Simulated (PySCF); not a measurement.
## Electron correlation in Cu²⁺ (copper, charge +2)

Starting occupation: [Ar] 3d9, 3d3/2 with m_j = -1/2, +1/2, +3/2, 3d5/2 with m_j = -5/2, -3/2, -1/2, +1/2, +3/2, +5/2. All numbers are calculated (PySCF 2.14, X2C-1e with screened-nucleus spin-orbit coupling, Gaussian nucleus, in x2c-QZVPPall-2c). Frozen: [Ne]; 17 electrons correlated; the 8 highest virtual spinors left out.

MP2 pair energies summed by pair of shells (mhartree):

```tsv
pair	energy	share (%)
3d-3d	-362.21	50.1
3d-3p	-220.62	30.5
3d-3s	-56.54	7.8
3p-3p	-51.44	7.1
3p-3s	-27.49	3.8
3s-3s	-4.60	0.6
```

Total MP2 correlation energy: -722.89 mhartree.

The GHF reference relaxed away from the jj start to a determinant that is no pure jj level (⟨S²⟩ = 0.75, ⟨J²⟩ = 3.77); the energies belong to that determinant.

This basis was not built for core-valence correlation, so the inner-shell part is incomplete.
